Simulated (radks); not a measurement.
The numbers below are computed, except where a source is named.
Dy XXXVIII, 29 electrons, occupied as [Ar] 3d10 4s1. Level of theory: scalar-relativistic Kohn-Sham, LB94 model potential, spin-polarised, spherical densities, finite nucleus; open shells are filled with parallel spins first (spin-orbit coupling, left out, can overturn this in heavy ions); Fermi nuclear charge, rms radius 5.2218 fm (a radial shooting solver on a logarithmic mesh with Libxc functionals).

Unscreened Slater integrals over Kohn-Sham orbitals (hartree). They are taken over the spin-up orbitals.

integral,value
"F0(4s,4s)",1.9465
"F0(4s,3d)",2.4432
"G2(4s,3d)",0.23519
"F0(4s,3p)",2.3998
"G1(4s,3p)",0.24697
"F0(4s,3s)",2.3940
"G0(4s,3s)",0.18725
"F0(3d,3d)",4.3970
"F2(3d,3d)",2.2414
"F4(3d,3d)",1.4421
"F0(3d,3p)",4.1083
"F2(3d,3p)",1.9801
"G1(3d,3p)",2.1731
"G3(3d,3p)",1.4324
"F0(3d,3s)",4.0810
"G2(3d,3s)",1.6676
"F0(3p,3p)",3.9372
"F2(3p,3p)",1.9803
"F0(3p,3s)",3.9102
"G1(3p,3s)",2.5586
"F0(3s,3s)",3.8917
